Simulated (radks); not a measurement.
These are the eigenvalues of the occupied orbitals of an atom or ion with whole-number occupations (hartree). Method: Dirac Kohn-Sham, PBE, spin-unpolarised, spherical densities, finite nucleus; Fermi nuclear charge, rms radius of each element as measured or else 0.836 A^(1/3) + 0.57 fm; computed with a radial shooting solver on a logarithmic mesh with Libxc functionals.

orbital  eigenvalue
1s1/2     -1839.222
2s1/2     -303.7047
2p1/2     -288.4108
2p3/2     -262.8393
3s1/2     -67.48312
3p1/2     -60.85111
3p3/2     -55.60541
3d3/2     -44.14773
3d5/2     -43.00488
4s1/2     -13.75245
4p1/2     -11.16958
4p3/2     -10.00233
4d3/2      -5.74603
4d5/2      -5.53501
5s1/2      -2.02485
5p1/2      -1.31027
5p3/2      -1.14764
4f5/2      -0.53477
4f7/2      -0.50691
6s1/2      -0.26193
7s1/2      -0.04966

Which element is it, and in what charge state? The configuration may be excited. Open shells, if any, are shared by 2j + 1.

Answer. Z = 64, gadolinium, charge 0: Gd in [Xe] 4f7 6s2 7s1. The list shows which subshells hold electrons but not how many an open one holds; the 1s level, -1839.2 hartree, gives Z - s = 60.7 by -(Z - s)^2/2, which with screening and relativity narrows Z to a few neighbours, and the depths of the outer levels then fix element, charge and occupations together.
